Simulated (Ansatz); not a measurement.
`[AlH2][Cl]` + `C=C=N` → `C=C=[N][AlH2]` + HCl at 700 K and 1 bar (ligand exchange at the Al–Cl bond).

Isolated molecules relaxed with PBE0-D4/def2-TZVP in Ansatz; ΔE leaves out vibrations. CBS: MP2 limit from def2 TZ/QZ plus the TZ coupled-cluster correction, frozen cores. This one scheme is used for every species. One conformer a species, not always the lowest.

```
        species  CCSD(T)/CBS energy (Eh)  H − E (kJ/mol)  S (J/(mol·K))
   `[AlH2][Cl]`               -703.04476            73.9          303.9
        `C=C=N`               -132.55079           156.4          309.8
`C=C=[N][AlH2]`               -375.19639           189.5          399.4
            HCl               -460.38127            38.4          211.8
```

H − E and S are ideal-gas, rigid-rotor, harmonic terms from PBE0-D4/def2-TZVP, for one conformer and one mirror image of each species. 1 Eh = 2625.50 kJ/mol, R = 8.31446 J/(mol·K).

By hand: ΔE, ΔH, ΔS and ΔG.

ΔE = (-375.19639) + (-460.38127) − (-703.04476) − (-132.55079) = 0.01789 Eh = 47.0 kJ/mol. Δ(H − E) = 189.5 + 38.4 − 73.9 − 156.4 = -2.4, so ΔH = 44.6 kJ/mol. ΔS = 399.4 + 211.8 − 303.9 − 309.8 = -2.5 J/(mol·K). ΔG = 44.6 − 700 × (-2.5)/1000 = 46.4 kJ/mol.

By hand: the equilibrium constant, and the temperature at which ΔG would vanish if ΔH and ΔS stayed fixed.

log₁₀ K = −ΔG/(RT ln 10) = -3.5. ΔH and −TΔS have one sign here, so there is no such temperature. One of them is within its doubt of zero, so this could turn.

The number of gas molecules stays the same, so ΔS is small and ΔH decides. A doubt of 5 kJ/mol in ΔE shifts log₁₀ K by 0.4 here. Other conformers and mirror images would add mixing entropy, several J/(mol·K) or more a flexible species. These are equilibria of isolated gas molecules and say nothing of rates. Largest T1 diagnostic: 0.015 (customary marks: 0.02 for closed shells, 0.045 for open ones).
